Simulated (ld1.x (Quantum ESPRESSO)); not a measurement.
Which setting gave this result? (Ca, TM)

Base potential:

```json
{
 "Element": "Ca (Z = 20)",
 "Generator": "ld1.x (Quantum ESPRESSO) 7.5",
 "Type": "norm-conserving Troullier–Martins (Kleinman–Bylander form)",
 "Functional": "LDA (PZ)",
 "Relativity": "scalar-relativistic",
 "Frozen core": "[Ne] 3s2",
 "Valence charge": "8",
 "Reference configuration": "3p6 3d0 4s2 4p0",
 "Partial waves": "3p (bound): rc 1.05 bohr; 3d (bound, empty): rc 3.30 bohr; 4s (bound): rc 2.90 bohr",
 "Local potential": "the s channel",
 "Core correction": "none"
}
```

Cutoffs, loose and tight: the cutoffs (Ry, on a coarse ladder) from which the occupation-weighted sum of valence levels, in a spherical-Bessel basis at the reference potential, stays within 10 and 1 mRy of its value at 400 Ry. They do not see the model core or the augmentation charge, which bear on the density cutoff. Test errors are all-electron minus pseudo excitation energies from the reference, over the configurations 3p6 3d0 4s1 4p0; 3p6 3d0 4s0 4p0; 3p6 3d0 4s1.5 4p0; 3p5 3d0 4s2 4p0; 3p6 3d0 4s0 4p1; 3p6 3d1 4s1 4p0; 3p6 3d0 4s1 4p1 (two spin-polarised tests are not counted in the largest error); variants that change the core or the reference have their own tests.

Only the p radius is moved (2 further runs of the sweep failed or gave no value and are left out):

| p radius (bohr) | cutoff, loose | cutoff, tight | bound ghosts | largest test error (meV) |
| --- | --- | --- | --- | --- |
| 0.84 | 180 Ry | 300 Ry | none | -749 |
| 1.06 | 60 Ry | 100 Ry | none | -748 |
| 1.28 | 55 Ry | 70 Ry | none | -748 |
| 1.48 | 30 Ry | 60 Ry | none | -748 |
| 1.58 | 30 Ry | 55 Ry | none | -748 |

Task: One more run gave cutoff, loose: 60 Ry; cutoff, tight: 80 Ry; bound ghosts: none; largest test error (meV): -748. Which value of the p radius was used?

Result: 1.2 bohr. The tight cutoff moves one way along this sweep, from 300 Ry at 0.84 to 55 Ry at 1.58 bohr, which places the run between 1.06 and 1.28 bohr.
